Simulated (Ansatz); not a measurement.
`[CH3][Al]([SH])[Br]` and `O[CH2][Al]([SH])[Br]` differ in one atom or group.

Ansatz, PBE0-D4/def2-TZVP geometries, multiplicity 1. Each molecule was computed in one conformer, which needn't be the lowest.

Scalar relativity is left out up to krypton.

| property | `[CH3][Al]([SH])[Br]` |
| --- | --- |
| size of the dipole moment (B3LYP/def2-TZVPP) / D | 2.50 |
| HOMO–LUMO gap (PBE/def2-TZVPP) / eV | 5.06 |
| HOMO–LUMO gap (B3LYP/def2-TZVPP) / eV | 6.58 |
| HOMO energy (PBE0/def2-TZVPP) / eV | -7.86 |
| HOMO–LUMO gap (ωB97M-V/def2-TZVPP) / eV | 10.88 |
| LUMO energy (PBE0/def2-TZVPP) / eV | -0.83 |

Problem. Give the same properties after the change, and the shifts. (Best estimate.)

Solution. The calculation gave: 
```csv
property,`O[CH2][Al]([SH])[Br]`,shift
size of the dipole moment (B3LYP/def2-TZVPP) / D,3.55,1.05
HOMO–LUMO gap (PBE/def2-TZVPP) / eV,4.91,-0.15
HOMO–LUMO gap (B3LYP/def2-TZVPP) / eV,6.56,-0.02
HOMO energy (PBE0/def2-TZVPP) / eV,-7.84,0.02
HOMO–LUMO gap (ωB97M-V/def2-TZVPP) / eV,10.86,-0.02
LUMO energy (PBE0/def2-TZVPP) / eV,-0.83,0.00
```

The zero-point energy changes by 14.6 kJ/mol with +3 modes. Dipoles are sizes alone; their direction can turn.

B3LYP here is the variant with VWN-RPA as its local correlation; programs differ in this.

Spin–orbit coupling is left out; it splits and shifts lone-pair levels of the heavy atoms by tenths of an eV.
